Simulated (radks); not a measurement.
All-electron atom: Lu IV in [Xe] 4f13 5f1 (not the ground configuration). Method: scalar-relativistic Kohn-Sham, r2SCAN, spin-polarised, spherical densities, finite nucleus; open shells are filled with parallel spins first (spin-orbit coupling, left out, can overturn this in heavy ions); meta-GGA in the generalised Kohn-Sham scheme; Fermi nuclear charge, rms radius 5.37 fm; computed with a radial shooting solver on a logarithmic mesh with Libxc functionals.

Local quantities along the radius. ELF = 1/(1 + alpha^2) is the electron localisation function; alpha = (tau - tau_W)/tau_unif compares the Pauli kinetic energy density with that of the uniform gas (summed over spins); s = |grad rho|/(2 (3 pi^2)^(1/3) rho^(4/3)) is the reduced gradient; -r V(r) is the screened charge that the Kohn-Sham potential of spin up presents (atomic units); 4 pi r^2 rho is in e/bohr. tau is taken from the large components.

r (bohr)	ELF	alpha	s	-r V(r)	4 pi r^2 rho
0.001323	0.999	0.02480	0.7613	70.49	9.877
0.001821	0.999	0.02728	0.6723	70.28	15.90
0.002488	0.999	0.03143	0.6150	70.00	24.65
0.003399	0.999	0.03850	0.5823	69.61	36.90
0.004644	0.997	0.05103	0.5721	69.08	52.67
0.006396	0.994	0.07568	0.5846	68.36	70.97
0.008737	0.984	0.1265	0.6200	67.44	87.07
0.01194	0.943	0.2458	0.6755	66.23	95.92
0.01631	0.772	0.5433	0.7243	64.65	94.04
0.02246	0.431	1.149	0.6611	62.44	86.46
0.03068	0.342	1.388	0.4153	59.96	89.16
0.04191	0.574	0.8613	0.2797	56.91	110.5
0.05726	0.743	0.5884	0.3631	53.16	129.1
0.07885	0.580	0.8506	0.4861	48.52	115.7
0.1077	0.341	1.390	0.3429	43.28	98.38
0.1472	0.603	0.8120	0.2217	37.89	113.5
0.2011	0.710	0.6386	0.4293	31.93	105.1
0.2769	0.287	1.576	0.4901	25.57	61.71
0.3783	0.506	0.9878	0.1541	19.87	62.94
0.5168	0.709	0.6411	0.3619	14.54	63.03
0.706	0.460	1.084	0.5799	10.22	34.28
0.9645	0.377	1.286	0.5280	7.427	17.75
1.328	0.605	0.8080	0.7061	5.698	9.951
1.815	0.435	1.141	1.401	4.434	3.282
2.479	0.020	7.088	2.423	3.926	0.5846
3.387	0.014	8.248	0.7800	3.717	0.2823
4.664	0.022	6.610	1.297	3.629	0.2403
6.372	0.009	10.44	3.208	3.493	0.08832
8.705	0.001	38.97	10.40	3.249	0.008963
11.89	0.000	450.9	53.71	3.056	0.0001667

On this mesh the ELF has minima near r = 0.026, 0.11, 0.32, 0.83 bohr, which separate the shells, and maxima near 0.057 (0.74), 0.17 (0.72), 0.52 (0.71), 1.3 (0.61).

Self-consistent cycle (total energy in hartree, residual of the potential): 1: -14532.82492, 2e+01; 2: -14554.93514, 7e+00; 3: -14559.81137, 1e+00; 4: -14559.68604, 2e+00; 5: -14560.31936, 2e-01; 6: -14560.33189, 7e-02; 7: -14560.33283, 2e-02; 8: -14560.33292, 1e-03; 9: -14560.33291, 1e-04; 10: -14560.33291, 2e-05; 11: -14560.33291, 2e-05; 12: -14560.33291, 2e-06.
